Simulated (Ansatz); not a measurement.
Cl$_{4}$H$_{2}$MoO$_{2}$, SMILES `[OH][Mo]([OH])([Cl])([Cl])([Cl])[Cl]` at its PBE0-D4/def2-TZVP geometry, where that method's forces vanish. The species carries charge 0 and has multiplicity 1. Mo takes the def2 core potential.

```xyz
9

O    -1.4170    0.3830   -1.0051
Mo    0.0514   -0.2395   -0.0970
O    -0.4567    0.4074    1.5519
Cl    0.9061    1.8240   -0.8691
Cl    2.1064   -0.4369    0.9881
Cl   -0.9512   -2.2287    0.3643
Cl    1.1131   -1.3047   -1.8121
H    -1.4417    1.2313   -1.4670
H     0.0897    0.3641    2.3460
```

Problem. What forces (eV/Å) does r2SCAN-D4/def2-TZVPP give on these atoms in Ansatz? (Estimate.)

Solution. Computed: 
```
O1  -0.430  0.085 -0.192
Mo2  0.407 -0.096 -0.129
O3  -0.220  0.196  0.380
Cl4  0.064  0.198 -0.046
Cl5  0.207 -0.056  0.143
Cl6 -0.147 -0.227  0.082
Cl7  0.093 -0.119 -0.244
H8   0.004  0.024 -0.016
H9   0.022 -0.004  0.021
```
